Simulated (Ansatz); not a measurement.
Start from `O[SiH](F)[Si](O)(O)O` and change one atom or group to get `O[SiH](O)O`.

Ansatz, PBE0-D4/def2-TZVP geometries, multiplicity 1. Each molecule was computed in one conformer, which needn't be the lowest.

| property | `O[SiH](F)[Si](O)(O)O` |
| --- | --- |
| HOMO energy (PBE/def2-TZVPP) / eV | -6.63 |
| HOMO energy (ωB97M-V/def2-TZVPP) / eV | -10.10 |
| HOMO–LUMO gap (PBE/def2-TZVPP) / eV | 5.67 |
| LUMO energy (PBE0/def2-TZVPP) / eV | -0.11 |
| HOMO energy (B3LYP/def2-TZVPP) / eV | -7.80 |
| size of the dipole moment (PBE/def2-TZVPP) / D | 1.44 |

Task: Give the same properties after the change, and the shifts. (An estimate is asked.)

Result: Ansatz gave: 
```json
{"property": "HOMO energy (PBE/def2-TZVPP) / eV", "`O[SiH](O)O`": "-7.43", "shift": "-0.80"}
{"property": "HOMO energy (ωB97M-V/def2-TZVPP) / eV", "`O[SiH](O)O`": "-11.44", "shift": "-1.34"}
{"property": "HOMO–LUMO gap (PBE/def2-TZVPP) / eV", "`O[SiH](O)O`": "7.31", "shift": "1.64"}
{"property": "LUMO energy (PBE0/def2-TZVPP) / eV", "`O[SiH](O)O`": "0.76", "shift": "0.87"}
{"property": "HOMO energy (B3LYP/def2-TZVPP) / eV", "`O[SiH](O)O`": "-8.83", "shift": "-1.03"}
{"property": "size of the dipole moment (PBE/def2-TZVPP) / D", "`O[SiH](O)O`": "1.57", "shift": "0.13"}
```

With PBE0 the HOMO falls by 1.08 eV and the LUMO rises by 0.87 eV, so the gap widens by about 1.95 eV. PBE moves the HOMO by -0.80 eV and ωB97M-V by -1.34 eV. Dipoles are sizes alone; their direction can turn.

B3LYP here is the variant with VWN-RPA as its local correlation; programs differ in this.
